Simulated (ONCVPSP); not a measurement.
## Reading a pseudo-wave (boron)

Columns: radius, all-electron u(r) and pseudo u(r) of the 2s shell (level -19.41 eV) of boron in the configuration [He] 2s2; LDA (Perdew-Wang 92), scalar-relativistic, ONCV scheme, ONCVPSP 4.0.1.

```csv
r (bohr),all-electron,pseudo
0.080,-0.2644,0.0472
0.160,-0.3386,0.0963
0.240,-0.3059,0.1471
0.320,-0.2155,0.1979
0.400,-0.0976,0.2472
0.480,0.0296,0.2960
0.560,0.1552,0.3463
0.640,0.2728,0.3988
0.720,0.3788,0.4515
0.800,0.4716,0.5015
0.880,0.5508,0.5477
0.960,0.6166,0.5920
1.040,0.6695,0.6370
1.120,0.7106,0.6822
1.200,0.7407,0.7231
1.280,0.7610,0.7538
1.360,0.7727,0.7711
1.440,0.7768,0.7767
1.520,0.7743,0.7743
1.600,0.7664,0.7663
1.680,0.7538,0.7537
1.760,0.7373,0.7373
1.840,0.7177,0.7177
1.920,0.6956,0.6956
2.000,0.6716,0.6716
2.080,0.6462,0.6462
```

Q: How many radial nodes do the two functions have?

A: The all-electron 2s function has n − l − 1 = 1; the pseudo-wave has 0, since the states of the same l below it are removed with the core.

Q: At about which radius was the pseudo-wave matched?

A: 1.50 bohr, where the columns begin to agree (steps of 0.08 bohr).

Q: Where does each function peak?

A: Outermost all-electron maximum near 1.44 bohr, pseudo maximum near 1.44 bohr (to the table’s step).

Q: Is the pseudo-wave norm-conserving?

A: Yes: the ONCV scheme keeps the norm inside the radius equal to the all-electron one, which fixes the energy derivative of the logarithmic derivative at the level.
